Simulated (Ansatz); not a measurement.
One change: `[OH][Al]([SiH3])[Cl]` becomes `[SiH3][Al]([Cl])[SnH3]`.

Ansatz, PBE0-D4/def2-TZVP geometries, multiplicity 1. Each molecule was computed in one conformer, which needn't be the lowest.

Elements past krypton have def2 core potentials.

```json
{"property": "LUMO energy (B3LYP/def2-TZVPP) / eV", "`[OH][Al]([SiH3])[Cl]`": "-1.49"}
{"property": "LUMO energy (PBE0/def2-TZVPP) / eV", "`[OH][Al]([SiH3])[Cl]`": "-1.32"}
{"property": "HOMO–LUMO gap (PBE0/def2-TZVPP) / eV", "`[OH][Al]([SiH3])[Cl]`": "6.89"}
{"property": "HOMO energy (PBE/def2-TZVPP) / eV", "`[OH][Al]([SiH3])[Cl]`": "-7.08"}
{"property": "HOMO–LUMO gap (PBE/def2-TZVPP) / eV", "`[OH][Al]([SiH3])[Cl]`": "5.01"}
{"property": "LUMO energy (PBE/def2-TZVPP) / eV", "`[OH][Al]([SiH3])[Cl]`": "-2.07"}
```

Question: Give the same properties after the change, and the shifts. (Best estimate.)

Answer: The calculation gave: 
| property | `[SiH3][Al]([Cl])[SnH3]` | shift |
| --- | --- | --- |
| LUMO energy (B3LYP/def2-TZVPP) / eV | -2.48 | -0.99 |
| LUMO energy (PBE0/def2-TZVPP) / eV | -2.33 | -1.01 |
| HOMO–LUMO gap (PBE0/def2-TZVPP) / eV | 4.85 | -2.04 |
| HOMO energy (PBE/def2-TZVPP) / eV | -6.21 | 0.87 |
| HOMO–LUMO gap (PBE/def2-TZVPP) / eV | 3.17 | -1.84 |
| LUMO energy (PBE/def2-TZVPP) / eV | -3.04 | -0.97 |

With PBE0 the HOMO rises by 1.03 eV and the LUMO falls by 1.01 eV, so the gap narrows by about 2.04 eV. PBE moves the HOMO by 0.87 eV and ωB97M-V by 1.17 eV.

B3LYP here is the variant with VWN-RPA as its local correlation; programs differ in this.
